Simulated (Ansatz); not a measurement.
A run for Ansatz (a quantum-chemistry and plane-wave program): U-SVWN5/def2-TZVPP on NaB, 2S+1 = 3, a spin state set in the input, which need not be the lowest, a point of a bond scan (R = 2.497 Å).

Ansatz 0.2 input:
```yaml
crystal:
  periodic: [false, false, false]
  atoms:
    - {symbol: B, position_ang: [0.00000000, 0.00000000, 0.00000000]}
    - {symbol: Na, position_ang: [0.00000000, 0.00000000, 2.49665300]}
basis:
  gaussian:
    orbitals: def2-TZVPP
    pivot_positions_ang: [[0.00000000, 0.00000000, 0.00000000], [0.00000000, 0.00000000, 2.49665300]]
hamiltonian:
  xc: {name: SVWN5}
magnetization: {spin_polarized: true, initial_magnetization: 2}
output: {forces: true, orbitals: {seedname: ./end}}
```

The head of its log:

```
WARN ansatz: RAYON_NUM_THREADS=2 ignored (pool sized by the plan → 2); use --threads N
Functional definition: SVWN5
integrals: 0.01 GiB planned
446 factors; their error is unknown
mean field: 0.15 GiB planned
mean field evaluation 1: about -5054.5390 eV, gradient 1.4e1 eV
mean field evaluation 2: about -5041.9812 eV, gradient 2.9e1 eV
```

Task: Predict the final total energy.

Result: -185.8315 hartree.
